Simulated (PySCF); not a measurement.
Two-component Hartree-Fock for Tl(2+) (thallium, charge +2)

Start: [Xe] 4f14 5d10 6s1; 6s1/2 filled at m_j = +1/2. Calculated with PySCF 2.14 in x2c-TZVPall-2c (11s11p9d3f, 110 functions): generalised Hartree-Fock with the X2C-1e Hamiltonian and a Gaussian nucleus; spin-orbit coupling (SO) screened by Boettger's factors. This is a chosen level, not necessarily the ground level.

```tsv
spinor shell	electrons	ε, screened SO (eV)	weight of nominal j (screened SO)	rms radius, screened SO (bohr)
1s1/2	2	-85998.2	1.000	0.0184
2s1/2	2	-15478.8	1.000	0.0743
2p1/2	2	-14834.7	1.000	0.0628
2p3/2	4	-12763.9	1.000	0.0710
3s1/2	2	-3778.9	1.000	0.189
3p1/2	2	-3489.4	1.000	0.181
3p3/2	4	-3022.4	1.000	0.197
3d3/2	4	-2550.4	1.000	0.173
3d5/2	6	-2451.1	1.000	0.178
4s1/2	2	-895.47	1.000	0.416
4p1/2	2	-769.67	1.000	0.420
4p3/2	4	-654.58	1.000	0.454
4d3/2	4	-449.09	1.000	0.465
4d5/2	6	-427.01	1.000	0.476
5s1/2	2	-170.39	1.000	0.943
4f5/2	6	-158.96	1.000	0.509
4f7/2	8	-154.40	1.000	0.511
5p1/2	2	-126.16	1.000	1.02
5p3/2	4	-105.25	1.000	1.11
5d3/2	4	-42.060	0.995	1.42
5d5/2	6	-39.511	0.997	1.48
6s1/2	1	-28.507	1.000	2.48
```

| quantity | screened SO |
| --- | --- |
| E (hartree) | -20264.25515 |
| M_J | 1/2 |
| ⟨J²⟩ | 0.751 |
| ⟨L²⟩ | 0.191 |
| ⟨S²⟩ | 0.943 |

Each row is a mean over spinors that exchange with the open shell spreads, by up to 0.417 eV (5d5/2).

Breit and QED terms are absent; they matter most for the inner s and p1/2 levels.

Densities and radii are taken from the X2C orbitals without a picture-change correction, which distorts them close to the nucleus.
